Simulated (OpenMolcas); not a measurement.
# Co6+, Rh6+, Ir6+: d3 down the group

| Property | Result |
| --- | --- |
| Program | OpenMolcas |
| Method | RASSCF |
| Basis | ANO-RCC-VTZP |
| Scalar Hamiltonian | DKH2, point nucleus |
| Spin-orbit coupling | state interaction with AMFI integrals over the reference wave functions, term energies averaged over their components |

Active space for each ion: 9 electrons in 8 orbitals (RAS1 p, at most 2 holes; RAS2 d).

Computed levels in cm-1 above 4F 3/2:

```csv
Level,Co6+,Rh6+,Ir6+
4F 5/2,750,1917,8489
4F 7/2,1752,4203,15079
4F 9/2,2966,6649,19299
4P 1/2,24193,17162,21635
4P 5/2,25409,20120,31501
2G 7/2,26539,20536,30001
2G 9/2,27537,21938,48205
2P 3/2,31746,30094,51602
2P 1/2,31818,24761,37668
weight of 4F in the lowest level (%),100,97,80
```

Mixed levels, with the weight of the term that names them: Co6+ 2P 3/2 (65 %), Rh6+ 2G 9/2 (74 %), Rh6+ 2P 3/2 (55 %), Ir6+ 4F 9/2 (56 %), Ir6+ 4P 1/2 (71 %), Ir6+ 2G 9/2 (57 %), Ir6+ 2P 3/2 (58 %), Ir6+ 2P 1/2 (71 %).

Measured, with the error of the calculation in %. Measured levels: Co6+ from Sugar and Corliss, J. Phys. Chem. Ref. Data 10, 1097 (1981).

```tsv
Level	Co6+
4F 5/2	698 (+7.5)
4F 7/2	1610 (+8.8)
4F 9/2	2723 (+8.9)
4P 1/2	21096 (+14.7)
4P 5/2	22187 (+14.5)
```

The fine-structure level 4F 9/2 changes by a factor of 6.51 from Co6+ to Ir6+.

Without spin-orbit coupling 4P lies 23269, 15146, 13786 cm-1 above 4F in that order; the difference to the level 4P 1/2, of either sign, comes from spin-orbit coupling, which also lowers the zero.

Without dynamic correlation excited terms often stand tens of per cent too high (terms of higher spin than the ground term too low), and those without a measured partner can miss by more than the paired ones. Active for correlation alone: 3p; no level in the range computed is led by a configuration that opens it, so any true level of that kind is missing (holds for Co6+). Active for correlation alone: 4p; no level in the range computed is led by a configuration that opens it, so any true level of that kind is missing (holds for Rh6+). Active for correlation alone: 5p; no level in the range computed is led by a configuration that opens it, so any true level of that kind is missing (holds for Ir6+). Measured partners are found by configuration, term and J. A level has none where our copy of the source lacks it or the pairing is in doubt (some pairs that miss far off the trend of their configuration count as doubtful), and it then counts in no deviation. Only configurations of the active space appear.
